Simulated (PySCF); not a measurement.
Vibration and rotation of NbS

ROHF-CCSD(T) constants of NbS, ⁴Σ⁻ (quartet), unpaired electrons σ ↑, δ ↑↑ (Nb def2-TZVPP with ECP28, S def2-TZVPP; scalar-relativistic core potentials (PySCF 2.14); masses 92.9064 and 31.9721 u):

```
ωe                     : 548.1 cm⁻¹
ωexe                   : 1.49 cm⁻¹
Be                     : 0.15468 cm⁻¹
αe                     : 0.000532 cm⁻¹
De to Nb (4d4 5s1) + S : 5.41 eV
```

Question: What force constant and bond length do these constants imply?

Answer: Reduced mass μred = 23.786 u; k = 5.8918×10⁻⁷·μred·ωe² (u, cm⁻¹, mdyn/Å) = 4.21 mdyn/Å; Re = √(16.8576/(μred·Be)) (u, cm⁻¹, Å) = 2.141 Å.

Question: Estimate the centrifugal constant D from the Kratzer relation and find the Dunham coefficient a1.

Answer: D = 4Be³/ωe² = 4.93e-08 cm⁻¹; a1 = −1 − αeωe/(6Be²) = -3.03.

Correlated steps freeze 5 core orbitals. Spin–orbit coupling is left out, which matters for elements this heavy, above all for dissociation energies. The CCSD T1 diagnostic is raised, a sign that a single reference may not be enough here. With d or f electrons several states lie close, and the lowest PBE0 determinant need not be the measured ground state.
